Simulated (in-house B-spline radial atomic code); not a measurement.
## The selenium ion Se²⁺: [Ar] 3d10 4s1 4p2 6g1 (an excited or competing configuration)

All numbers are computed (Dirac-Hartree-Fock, average of configuration; Fermi nucleus of rms radius 4.14 fm) with a radial B-spline atomic code at the basis-set limit, not measured.

Screening seen three ways: the hydrogenic charge with the same mean radius, Z_r = [3n² - l(l+1)]/(2<r>), the one with the same energy, Z_e = n√(-2ε), and Slater's rules. Values are occupation-weighted means over j. An effective charge above Z reflects the relativistic contraction of the inner shells.

```tsv
shell	electrons	ε (eV)	<r> (bohr)	Z_r	Z_e	Slater
1s	2	-12781	0.04406	34.04	30.65	33.70
2s	2	-1733.1	0.195	30.77	22.57	29.85
2p	6	-1523.9	0.171	29.24	21.17	29.85
3s	2	-286.4	0.5713	23.63	13.76	22.75
3p	6	-218.69	0.587	21.29	12.03	22.75
3d	10	-106.33	0.6202	16.93	8.39	12.85
4s	1	-54.175	1.655	14.50	7.98	8.00
4p	2	-39.474	1.903	12.09	6.81	8.00
6g	1	-3.4042	14.64	3.00	3.00	-
```

The least bound orbital is 6g7/2 at -3.404 eV, and it is also the most diffuse (<r> = 14.64 bohr).

Spin-orbit splittings of the orbital energies (j = l + 1/2 above j = l - 1/2 when positive): 2p 42.18 eV, 3p 6.226 eV, 3d 0.9707 eV, 4p 0.5637 eV, 6g -6.325e-06 eV.

For the 1s electron the small component carries 1.52 % of the norm, the zero-frequency Breit interaction raises the level by 19.64 eV, self-energy by 10.31 eV, and vacuum polarisation lowers it by 1.033 eV.
